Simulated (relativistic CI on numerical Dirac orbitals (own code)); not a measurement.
Computed by Dirac-Coulomb-Breit CI, separate exchange-only KLI orbitals for each configuration, a model potential for QED, unscaled Slater integrals (own radial code, finite nucleus).

Configuration list (outside the closed core [Ne]): 3s²3p⁶3d⁶, 3s²3p⁵3d⁷, 3s²3p⁴3d⁸, 3s3p⁶3d⁷, 3p⁶3d⁸, 3s3p⁵3d⁸, 3s²3p⁶3d⁵4s, 3s²3p⁶3d⁵4p, 3s²3p⁴3d⁷4s, 3s²3p⁶3d⁵4d, 3s²3p⁴3d⁷4p, 3s²3p⁵3d⁶4s, 3s²3p⁶3d⁵4f, 3s²3p⁴3d⁷4d, 3s3p⁵3d⁷4s, 3s²3p⁵3d⁶4p, 3s²3p⁵3d⁶4d, 3s²3p⁶3d⁴4s², 3s3p⁶3d⁶4s, 3p⁶3d⁷4s, 3p⁶3d⁷4p, 3s²3p⁶3d⁵5s, 3p⁶3d⁷4d, 3s3p⁶3d⁵4s². Levels of other configurations are missing.

At this charge energies of transitions that change n are usually good to better than 1 %, and those within a shell (Δn = 0) to a few per cent.

Outline of the computed level scheme of Os LIII. Lowest level of each configuration: 3s²3p⁶3d⁶ ³F4 at 0.000 eV; 3s²3p⁵3d⁷ ⁵G°6 at 407.117 eV.

Some strong electric-dipole decays among the lowest 45 levels: 3s²3p⁵3d⁷ ³D°3 → 3s²3p⁶3d⁶ ³F4 (2.2e+12 s⁻¹); 3s²3p⁵3d⁷ ³F°4 → 3s²3p⁶3d⁶ ³F4 (1.7e+12 s⁻¹); 3s²3p⁵3d⁷ ³P°2 → 3s²3p⁶3d⁶ ³P2 (1.0e+12 s⁻¹); 3s²3p⁵3d⁷ ³D°1 → 3s²3p⁶3d⁶ ³P2 (7.7e+11 s⁻¹); 3s²3p⁵3d⁷ ³D°3 → 3s²3p⁶3d⁶ ³P2 (5.7e+11 s⁻¹); 3s²3p⁵3d⁷ ³G°5 → 3s²3p⁶3d⁶ ³F4 (3.2e+11 s⁻¹); 3s²3p⁵3d⁷ ³D°1 → 3s²3p⁶3d⁶ ³P0 (3.0e+11 s⁻¹); 3s²3p⁵3d⁷ ³D°3 → 3s²3p⁶3d⁶ ³P2 (1.7e+11 s⁻¹).

LS names give the leading component of a level, which can be under half, so a name can repeat, a term be missing and a line seem to break the LS rules.
